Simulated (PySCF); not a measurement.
Rb₃O⁺ (singlet). All numbers come from PBE0 in PySCF with O def2-TZVP, Rb def2-TZVP with ECP28; scalar-relativistic core potentials, no spin–orbit coupling; density-fitted integrals.

Harmonic bands of its minimum:

```csv
ω (cm⁻¹),"IR (km/mol, summed over degenerate members)",degeneracy
60,5.9,2
137,0.0,1
152,91.5,1
377,379,2
```

Q: The central atom is O. Infer the point group and assign the bands.

A: D3h. The modes span 2e' + a1' + a2'': 60 e', 137 a1', 152 a2'', 377 e'. The computed geometry has O–Rb 2.508 Å (×3), Rb–Rb 4.345 Å (×3); O–Rb–Rb 30.0° (×6), Rb–O–Rb 120.0° (×3), Rb–Rb–Rb 60.0° (×3).

Only a few start shapes were tried, so a lower isomer may exist.
